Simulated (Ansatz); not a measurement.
The cluster Al₃Sb₃. The state is a singlet with charge 0. Geometry PBE0-D4/def2-SVP; atoms count from 1.

```xyz
6

Al   -2.098    0.881    0.297
Al    2.567   -1.030   -0.370
Al   -0.034   -1.432    0.208
Sb   -0.243    0.398    2.118
Sb    0.855    1.350   -0.361
Sb   -1.047   -0.166   -1.891
```

In the def2 sets Sb takes a core potential; there is no spin–orbit coupling. The restricted singlet is unstable towards broken spin symmetry at other levels; at PBE0-D4/def2-TZVP this wasn't settled. The geometry of the singlet was relaxed on an unsound state (restricted singlet, unstable towards broken spin symmetry at other levels and untested here). The structure comes from a short search, and lower isomers may exist.

Estimate the Mulliken populations from the PBE0/def2-TZVP orbitals of Ansatz.


```tsv
atom	charge (e)
Al1	0.09
Al2	0.11
Al3	0.02
Sb4	-0.06
Sb5	-0.10
Sb6	-0.06
```
Mulliken values and Mayer orders depend strongly on the basis.

And the Mayer bond orders between bonded heavy atoms (over 0.3)?

Al1–Sb4 0.89 (2.64 Å); Al1–Sb5 0.33 (3.06 Å); Al1–Sb6 0.89 (2.64 Å); Al2–Al3 0.62 (2.69 Å); Al2–Sb5 0.56 (2.93 Å); Al3–Sb4 0.83 (2.65 Å); Al3–Sb5 0.45 (2.98 Å); Al3–Sb6 0.83 (2.65 Å); Sb4–Sb5 0.90 (2.87 Å); Sb5–Sb6 0.90 (2.87 Å).
